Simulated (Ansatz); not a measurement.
Basis-set series for BrHMg (`[MgH][Br]`). Total charge 0; spin multiplicity 1. The structure was optimised at the PBE0-D4/def2-TZVP level.

```
functional       basis  functions  energy (Eh)  HOMO (eV)  LUMO (eV)
   PBE0-D4    def2-SVP         55  -2774.10347      -8.11      -0.91
   PBE0-D4  def2-QZVPP        182  -2774.54965      -8.19      -1.07
   ωB97M-V    def2-SVP         55  -2774.35252     -10.30       0.46
   ωB97M-V  def2-QZVPP        182  -2774.79383     -10.38       0.16
```

Task: Give the rows for def2-TZVPP. (Estimate.)

Result: Computed: 
| functional | basis | functions | energy (Eh) | HOMO (eV) | LUMO (eV) |
| --- | --- | --- | --- | --- | --- |
| PBE0-D4 | def2-TZVPP | 94 | -2774.48769 | -8.18 | -1.02 |
| ωB97M-V | def2-TZVPP | 94 | -2774.73422 | -10.40 | 0.36 |

Positive LUMOs are unbound and depend on the basis. Scalar relativity is left out up to krypton.
